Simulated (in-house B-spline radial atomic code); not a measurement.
Ionisation energies along the 2-electron series, configuration 1s2, as differences of self-consistent energies. Dirac energy differences include first-order Breit, QED and recoil terms. NIST's values go from ground level to ground level; the uncertainty of those that are theory runs from under 0.1 % in few-electron ions to several per cent in heavy many-electron ones. Computed with a radial B-spline atomic code at the basis-set limit: Dirac-Hartree-Fock, average of the configuration, finite nuclei.

```csv
ion,configuration after,ionisation energy (eV),IE/(q+1)² (eV),-ε less Coulomb ΔSCF (eV),Breit and QED recoil part (eV),tabulated value (eV),tabulated kind,computed minus tabulated (eV)
V21+,1s1,6849.8,14.153,1.5483,-6.7835,6851.311,tabulated theory,-1
Cr22+,1s1,7480.3,14.141,1.5516,-7.7649,7481.862,tabulated theory,-2
Mn23+,1s1,8139.2,14.131,1.5551,-8.8358,8140.786,tabulated theory,-2
Fe24+,1s1,8826.6,14.123,1.5588,-10.007,8828.186,tabulated theory,-2
Co25+,1s1,9542.6,14.116,1.5626,-11.276,9544.182,tabulated theory,-2
Ni26+,1s1,10287.3,14.111,1.5666,-12.658,10288.89,tabulated theory,-2
Cu27+,1s1,11060.8,14.108,1.5708,-14.141,11062.43,tabulated theory,-2
Zn28+,1s1,11863.3,14.106,1.5752,-15.745,11864.94,tabulated theory,-2
Ga29+,1s1,12694.9,14.105,1.5797,-17.463,12696.56,tabulated theory,-2
Ge30+,1s1,13555.7,14.106,1.5845,-19.306,13557.42,tabulated theory,-2
As31+,1s1,14445.9,14.107,1.5894,-21.285,14447.68,tabulated theory,-2
Se32+,1s1,15365.7,14.11,1.5945,-23.392,15367.49,tabulated theory,-2
Br33+,1s1,16315.2,14.113,1.5998,-25.646,16317.01,tabulated theory,-2
Kr34+,1s1,17294.5,14.118,1.6052,-28.036,17296.42,tabulated theory,-2
Rb35+,1s1,18304.0,14.123,1.6109,-30.581,18305.89,tabulated theory,-2
Sr36+,1s1,19343.6,14.13,1.6168,-33.276,19345.59,tabulated theory,-2
Zr38+,1s1,21514.4,14.145,1.6292,-39.156,21516.47,tabulated theory,-2
Nb39+,1s1,22646.0,14.154,1.6358,-42.345,22648.05,tabulated theory,-2
```
